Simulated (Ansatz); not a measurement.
Reactions of `CN[AsH]C`.

Computed with Ansatz on PBE0-D4/def2-TZVP structures; ΔE is electronic, products minus reactants. CCSD(T)/CBS is the MP2 limit (def2-TZVPP, def2-QZVPP) plus CCSD(T) − MP2 in def2-TZVPP, frozen cores. For As, Ge outer-core shells are correlated without core-valence functions, which leaves a few kJ/mol of doubt a bond. Scalar relativity is left out up to krypton. One conformer a species, not always the lowest.

Problem. Order these by ΔE at CCSD(T)/CBS, lowest first. (Best estimate.)
A. `CN[AsH]C` + `[NH2][AlH][SiH3]` → `C[AsH][SiH3]` + `C[NH][AlH][NH2]`
B. `CN[AsH]C` + `[CH3][GeH2][Cl]` → `C[AsH]C` + `C[NH][GeH2][Cl]`
C. `CN[AsH]C` + `B[SiH2]CS` → `B[SiH2][AsH]C` + `CNCS`
D. `CN[AsH]C` + `[AlH2][BH]Cl` → `C[AsH][AlH2]` + `CNBCl`

Solution. D (-257.1 kJ/mol), A (-133.0 kJ/mol), B (-23.0 kJ/mol), C (-5.2 kJ/mol).

Largest T1 diagnostic: 0.013, for `[NH2][AlH][SiH3]`.
